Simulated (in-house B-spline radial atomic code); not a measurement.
## HSE06 excitations of Ge⁴⁺

Method: HSE06. Computed with a B-spline radial code for spherical atoms: linear response of the closed shell [Ar] 3d10 with the functional's adiabatic kernel; non-relativistic, point nucleus, no spin-orbit coupling, no double excitations, S, P, D and F terms only. Only terms of natural parity with L up to 3 were computed.

Without relativity these are model numbers for so heavy an element.

Command:
```bash
python run_td.py task.json out
```
Settings (radii: box in bohr, nucleus in fm):
```
Z                        32
electrons                28
configuration            [Ar] 3d10
hamiltonian              nr
method                   hse06
box_radius               19.1
intervals                54
```

Cost of the run: 0.8 s on 1 thread of Intel(R) Xeon(R) 6975P-C (Granite Rapids), on a shared host.

The lowest states, in the order of their Tamm-Dancoff energies; the method's threshold (minus the highest occupied level) is 82.01 eV. Labels give the largest channel, * marks a mixed state, and oscillator strengths are full-response dipole values. Semilocal kernels can invert the small singlet-triplet splittings of Rydberg terms. Energies in eV:

```tsv
state	full response	Tamm-Dancoff	oscillator strength
3d → 4s 3D	28.174	28.194	-
3d → 4s 1D	28.854	28.862	-
3d → 4p 3P	?	?	-
3d → 4p 3F	39.05	39.07	-
3d → 4p 1F	39.50	39.50	-
3d → 4p 1P	40.42	40.49	0.539
3d → 4d 3S	54.15	54.19	-
3d → 4d 3D	55.02	55.03	-
3d → 4d 1D	?	?	-
3d → 5s 3D	58.33	58.34	-
```

Q: Where does 3d → 4p 3P lie?

A: At 38.78 eV in full response, 38.81 eV in Tamm-Dancoff.

Q: Where does 3d → 4d 1D lie?

A: At 55.54 eV in full response, 55.55 eV in Tamm-Dancoff.

Q: How large is the singlet-triplet splitting of 3d → 4s (D terms) in Tamm-Dancoff?

A: 0.668 eV, from the unrounded values.

Q: What polarisabilities and dispersion coefficient does the method give?

A: Dipole 0.8169 bohr³, quadrupole 1.198 bohr⁵, C6 1.553 hartree·bohr⁶ for two such species.
